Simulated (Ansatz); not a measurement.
Ansatz results at the PBE0-D4/def2-TZVP geometry: HOMO energy (B3LYP/def2-TZVPP) -8.07 eV; HOMO–LUMO gap (PBE0/def2-TZVPP) 5.40 eV; HOMO–LUMO gap (B3LYP/def2-TZVPP) 4.91 eV.

Each molecule was computed in one conformer, which needn't be the lowest.

**Question.** Which molecule gave them?
A. `[NH]=[Nb]([F])([Cl])[Cl]`
B. `C[N](C)[Nb](=[NH])([OH])[F]`
C. `C[O][Nb](=[O])([Cl])[O]C`
D. `[OH][Nb]([OH])([OH])([Cl])[Cl]`

**Answer.** D. The others give `[NH]=[Nb]([F])([Cl])[Cl]`: -8.49, 6.21, 5.73; `C[N](C)[Nb](=[NH])([OH])[F]`: -6.67, 6.33, 5.89; `C[O][Nb](=[O])([Cl])[O]C`: -8.43, 7.40, 6.93.

B3LYP here is the variant with VWN-RPA as its local correlation; programs differ in this.
